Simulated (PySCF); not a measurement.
C3H5BO2: core ionisation energies

Compound: C3H5BO2.
Cartesian coordinates in Å at the PBE0-D3(BJ)/def2-SVP level; atoms count from 1:
```
atom  x, y, z in Å
B1     1.5389   -0.2309    0.0817
O2     0.4537   -1.3228    0.0956
C3    -0.7856   -1.0780    0.0454
C4    -1.3278    0.2022   -0.0570
C5    -0.4238    1.2603   -0.1361
O6     0.8326    1.1261   -0.0952
H7     2.0933   -0.2325    1.1649
H8     2.2526   -0.4170   -0.8844
H9    -1.4399   -1.9628    0.0816
H10   -2.4024    0.3652   -0.0996
H11   -0.7808    2.2957   -0.2489
```

Computed, not measured: delta-SCF UKS SCAN, pcX-2 on the ionised atom, pcseg-1 elsewhere, spin-free X2C in PySCF. Each binding energy is the total energy of the core-ionised species, with the hole localised on one atom, minus that of the ground state; both are solved self-consistently, so orbital relaxation is included.

Question: What binding energy does each computed site have?

Answer: 
```
atom(s)               environment  level  binding energy (eV)  count
     B1     four-coordinate boron   B 1s               196.14      1
  O2/O6  oxygen bonded to B and C   O 1s               539.14      2
     C4          alkene CH carbon   C 1s               290.99      1
```

Question: Which photon wavelength matches the O 1s of O2 (atom 2)/O6 threshold?

Answer: λ = hc/E = 12398.42 eV Å / 539.14 eV = 22.997 Å.

Atoms equivalent by their bonding share one computed value, that of the first of them. The list is incomplete; no value stands for C 1s of C3, C5 (hole states with ⟨S²⟩ of 1 or more are left out). Isolated species at its PBE0-D3(BJ)/def2-SVP geometry, gas phase.
